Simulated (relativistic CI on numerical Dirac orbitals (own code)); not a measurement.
**Sensitivity of the levels of Rh IV to α and to the nuclear radius**

Calculated at this level of theory: Dirac-Coulomb-Breit CI, separate exchange-only KLI orbitals for each configuration, valence Slater integrals scaled by 0.85, P86 correlation energy added to each configuration, derivatives by finite differences, QED left out (own radial code, finite nucleus).

Configurations in the expansion (outside the closed core [Ar] 3d10 4s2): 4p6 4d6, 4p6 4d5 5s, 4p6 4d5 5p, 4p6 4d4 5s2, 4p6 4d5 5d, 4p5 4d7. Levels of other configurations are missing.

With x = (α/α₀)² − 1 an excitation energy changes as ω = ω₀ + qx; K = 2q/ω₀ is the relative enhancement. Terms are leading LS components, so labels can repeat. The field-shift factor is F = δν/δ⟨r²⟩ for the transition from the lowest level.

Lowest level 4p6 4d6 5D_4.

| Level | ω₀ (cm⁻¹) | q (cm⁻¹) | K | F (GHz/fm²) |
| --- | --- | --- | --- | --- |
| 4p6 4d6 5D_3 | 1491.1 | 1588 | 2.13 | 0.0255 |
| 4p6 4d6 5D_2 | 2333.8 | 2178 | 1.87 | 0.0371 |
| 4p6 4d6 5D_1 | 2892.8 | 2685 | 1.86 | 0.0458 |
| 4p6 4d6 5D_0 | 3157.4 | 2900 | 1.84 | 0.0496 |
| 4p6 4d6 3H_6 | 17237.6 | 634.1 | 0.0736 | 0.0334 |
| 4p6 4d6 3H_4 | 17267.0 | -945 | -0.109 | 0.0548 |
| 4p6 4d6 3H_5 | 17618.1 | 619.2 | 0.0703 | 0.0481 |
| 4p6 4d6 3P_2 | 17983.9 | -366.8 | -0.0408 | 0.099 |
| 4p6 4d6 3F_4 | 19729.2 | 1924 | 0.195 | 0.103 |
| 4p6 4d6 3F_3 | 19902.0 | 847.8 | 0.0852 | 0.123 |
| 4p6 4d6 3F_2 | 20585.9 | 1423 | 0.138 | 0.133 |
| 4p6 4d6 3G_5 | 21986.4 | 2242 | 0.204 | 0.14 |
| 4p6 4d6 3P_1 | 22280.9 | 3825 | 0.343 | 0.169 |

For a near-neutral ion this model can misplace configurations by up to about 10,000 cm⁻¹ (more where the count of f electrons changes) and terms by 10 to 25 % of their spread. Rates follow the energies as ν³ (E1, M1) or ν⁵ (E2), so they and the lifetimes can be off by large factors. The fine structure of a lone outer electron comes out too small, for d and f at times inverted, and misplaced configurations move strength between like terms.
